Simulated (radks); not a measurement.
Gd III, 62 electrons, occupied as [Xe] 4f7 5d1. Method: scalar-relativistic Kohn-Sham, SCAN, spin-polarised, spherical densities, finite nucleus; open shells are filled with parallel spins first (spin-orbit coupling, left out, can overturn this in heavy ions); meta-GGA in the generalised Kohn-Sham scheme; Fermi nuclear charge, rms radius 5.1569 fm; computed with a radial shooting solver on a logarithmic mesh with Libxc functionals.

Normalised radial functions P(r) = r R(r), r in bohr:

r,5d up
0.0007817,0.0000
0.001233,0.0000
0.00193,0.0000
0.003046,0.0000
0.004767,0.0002
0.007521,0.0006
0.01177,0.0019
0.01857,0.0062
0.02907,0.0187
0.04586,0.0507
0.07178,0.1129
0.1133,0.1880
0.1773,0.1719
0.2797,-0.0519
0.4378,-0.2984
0.6907,-0.1362
1.081,0.3742
1.706,0.7053
2.67,0.5791
4.212,0.2374
6.592,0.0382
10.4,0.0013

5d up: eigenvalue -15.697 eV, 2 radial nodes at r = 0.259, 0.787 bohr, <r> = 2.31 bohr, 90 % of the charge inside 3.53 bohr.

Empty levels of this run are not shown, since the potential may be unsettled where no density lies.
